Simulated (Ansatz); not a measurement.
Cartesian coordinates in Å:
```
P -0.1880 0.0491 0.9164
B 0.2112 -0.0547 -1.0310
Cl -1.4284 0.0001 -1.8263
Cl 1.2483 1.4098 -1.3528
Cl 1.0826 -1.6450 -1.2221
H -0.9887 -0.9883 1.4224
H -0.8702 1.2051 1.3310
H 0.9332 0.0238 1.7625
```

The species carries charge 0 and has multiplicity 1.

**Question.** List the r2SCAN/def2-TZVPP orbital energies in eV (Ansatz 0.2.0). (Estimate.)

**Answer.** Ansatz gave: Occupied: -2753.00, -2753.00, -2753.00, -2090.79, -254.40, -254.40, -254.40, -192.94, -192.94, -192.94, -192.79, -192.79, -192.79, -192.78, -192.78, -192.78, -183.36, -178.26, -127.74, -127.74, -127.66, -22.23, -20.85, -20.85, -18.82, -13.36, -12.15, -12.15, -10.86, -10.48, -10.48, -8.21, -8.21, -7.67, -7.67, -7.32, -7.13. Lowest empty: -0.97, -0.97, -0.61, -0.09, 1.16, 1.57, 1.57, 3.00.
